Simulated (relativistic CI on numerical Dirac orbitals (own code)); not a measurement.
## Hf XLIII: q coefficients and field-shift factors

These numbers are calculated, not measured: Dirac-Coulomb-Breit CI, orbitals from a KLI potential per configuration, derivatives by finite differences, unscaled Slater integrals, QED left out (own radial code, finite nucleus).

Configurations in the expansion (outside the closed core [Ar] 3d10): 4s2, 4s 4p, 4p2, 4s 4d, 4d2, 4s 4f, 4p 4d, 4f2. Levels of other configurations are missing.

With x = (α/α₀)² − 1 an excitation energy changes as ω = ω₀ + qx; K = 2q/ω₀ is the relative enhancement. Terms are leading LS components, so labels can repeat. The field-shift factor is F = δν/δ⟨r²⟩ for the transition from the lowest level.

Lowest level 4s2 1S_0.

```csv
Level,ω₀ (cm⁻¹),q (cm⁻¹),F (GHz/fm²)
4s 4p 3P°_0,667197,108200,-1660
4s 4p 3P°_1,722540,124400,-1670
4s 4p 3P°_2,1362865,942100,-1770
4s 4p 1P°_1,1505376,937200,-1780
4p2 3P_0,1533618,238500,-3350
4p2 3P_1,2179742,1.063e+06,-3460
4p2 1D_2,2189276,1.06e+06,-3380
4s 4d 3D_1,2594454,989200,-1750
4s 4d 3D_2,2620779,1.019e+06,-1820
4s 4d 3D_3,2740813,1.139e+06,-1750
4s 4d 1D_2,2772761,1.364e+06,-2330
4p2 3P_2,2954755,1.648e+06,-3010
4p2 1S_0,2970832,1.888e+06,-3550
```

At this charge energies of transitions that change n are usually good to better than 1 %, and those within a shell (Δn = 0) to a few per cent.

Question: Which transition from the lowest level has the largest |K|?

Answer: 4s 4p 3P°_2 at 1362865 cm⁻¹, K = 1.38.
